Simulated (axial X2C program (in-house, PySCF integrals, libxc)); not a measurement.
## Ionising the radicals of a process plasma

Calculated with an in-house relativistic program for diatomic molecules, spin-free (one-electron X2C) or two-component (2c: spin–orbit coupling with atomic mean-field Coulomb and Gaunt terms, which also bring small scalar terms), in Dyall basis sets with cores contracted in-house; open shells are unrestricted.

Level PBE0, 2c. Basis sets: Al dyall-v3z, B dyall-v3z, C dyall-v3z, Cl dyall-av3z, Co dyall-cv3z, F dyall-av3z, Ga dyall-cv3z, H dyall-v3z, In dyall-cv3z, Mg dyall-cv3z, P dyall-v3z, Zr dyall-cv3z.

```csv
species,state,ion state,adiabatic IE with zero-point terms (eV),D0 (eV),D0 of the ion (eV)
ZrH,"Ω = 3/2 (⟨Sz⟩ = -1.50, ⟨Lz⟩ = 3.00 at PBE0)","Ω = 1 (⟨Sz⟩ = -1.00, ⟨Lz⟩ = 2.00 at PBE0)",6.59,n/a,n/a
MgP,"Ω = 3/2 (⟨Sz⟩ = 1.50, ⟨Lz⟩ = 0.00 at PBE0)","Ω = 1 (⟨Sz⟩ = 1.00, ⟨Lz⟩ = 0.00 at PBE0)",6.90,0.82,n/a
CoB,"Ω = 3 (⟨Sz⟩ = 1.00, ⟨Lz⟩ = 2.00 at PBE0)","Ω = 7/2 (⟨Sz⟩ = 1.50, ⟨Lz⟩ = 2.00 at PBE0)",7.58,n/a,n/a
CoC,"Ω = 5/2 (⟨Sz⟩ = 0.50, ⟨Lz⟩ = 2.00 at PBE0)","Ω = 3 (⟨Sz⟩ = 1.00, ⟨Lz⟩ = 2.00 at PBE0)",8.16,n/a,n/a
InC,"Ω = 3/2 (⟨Sz⟩ = 1.50, ⟨Lz⟩ = 0.00 at PBE0)","Ω = 1 (⟨Sz⟩ = 1.00, ⟨Lz⟩ = 0.00 at PBE0)",8.31,n/a,n/a
GaC,"Ω = 3/2 (⟨Sz⟩ = 1.50, ⟨Lz⟩ = 0.00 at PBE0)","Ω = 1 (⟨Sz⟩ = 1.00, ⟨Lz⟩ = 0.00 at PBE0)",8.86,n/a,n/a
AlCl,Ω = 0 (closed shell),"Ω = 1/2 (⟨Sz⟩ = 0.50, ⟨Lz⟩ = 0.00 at PBE0)",9.14,5.07,2.01
PF,"Ω = 1 (⟨Sz⟩ = 1.00, ⟨Lz⟩ = 0.00 at PBE0)","Ω = 1/2 (⟨Sz⟩ = -0.50, ⟨Lz⟩ = 1.00 at PBE0)",9.77,4.59,5.33
InF,Ω = 0 (closed shell),"Ω = 1/2 (⟨Sz⟩ = 0.50, ⟨Lz⟩ = 0.00 at PBE0)",9.88,n/a,1.16
```

Problem. Which of these can a metastable argon atom (³P2, 11.55 eV, NIST) ionise on energy grounds?

Solution. At PBE0, 2c, IE lies below 11.55 eV for ZrH, MgP, CoB, CoC, InC, GaC, AlCl, PF, InF.

Problem. Which of these can a metastable xenon atom (³P2, 8.32 eV, NIST) ionise on energy grounds?

Solution. At PBE0, 2c, IE lies below 8.32 eV for ZrH, MgP, CoB, CoC, InC. Within the error of the method (some tenths of an eV) the answer is open for CoC, InC.

Problem. Give the threshold for dissociative ionisation to the lowest fragments, IE + D0(ion).

Solution. At PBE0, 2c: AlCl → Cl + Al+: 11.15 eV; PF → P+ + F: 15.10 eV; InF → In+ + F: 11.04 eV.

Each entry is the lowest single determinant of a limited PBE0 search at one distance. De goes to single-determinant-based atoms at the same level (for ions the charge split of lowest energy) and is withheld (n/a) where an atom does not fit its ground term or J level. Main or longest-lived isotopes. One determinant is a doubtful description, or other states lie close, for ZrH, ZrH⁺, MgP, MgP⁺, CoB, CoB⁺, CoC, CoC⁺, InC, InC⁺, GaC, GaC⁺, PF; these need not be ground states, and all values refer to the states named. Some open-shell Ω = 0 determinants are out of reach, so the Ω given for MgP⁺, InC⁺, GaC⁺, PF need not be the lowest component. With several unpaired electrons the Ω given is that of one determinant, not necessarily of the lowest component. Some light 2c atoms are not at their ground J level, so De misses part of their lowering (0.04 eV or less). The functionals have no current term, which raises determinants with orbital currents. These values were not checked against measured ones; errors of some tenths of an eV are usual, and D0 of doubtful transition-metal species is not given.
